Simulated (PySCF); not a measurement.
The numbers are results of PBE0-D3(BJ)/def2-TZVP run with PySCF, not measurements. Isolated molecules, 0 K electronic values unless said otherwise. One relaxed conformer stands for a flexible species; it need not be the lowest. Excitations are Tamm–Dancoff values on a coarser integration grid. The basis has no diffuse functions, so Rydberg states are missing or too high.

Reference species (SMILES): `OC/C=C\[SiH3]` (H–O–C–C torsion 73°, O–C–C–C torsion 8°) (neutral, multiplicity 1).

| Item | Value |
|---|---|
| S1 oscillator strength | 0.017 |
| S1–T1 gap (TDA) | 2.22 eV |
| S1 excitation (TDA) | 6.31 eV |
| T1 excitation (TDA) | 4.09 eV |

After one change: the S1 oscillator strength stays essentially unchanged; the S1–T1 gap (TDA) falls by 0.95 eV; the S1 excitation (TDA) decreases by 0.85 eV; the T1 excitation (TDA) goes up by 0.10 eV.

Question: Name the change that produced these shifts. The new species is one of these.
A) `C/C([SiH3])=C/O` (C–C–O–H torsion 180°)
B) `OC/C=C/[SiH3]` (H–O–C–C torsion 58°, O–C–C–C torsion -126°)
C) `O/C=C\C[SiH3]` (H–O–C–C torsion 4°, C–C–C–Si torsion -89°)
D) `C=C(O)C[SiH3]` (C–C–O–H torsion 0°, O–C–C–Si torsion -69°)

Answer: C, `O/C=C\C[SiH3]` (H–O–C–C torsion 4°, C–C–C–Si torsion -89°)
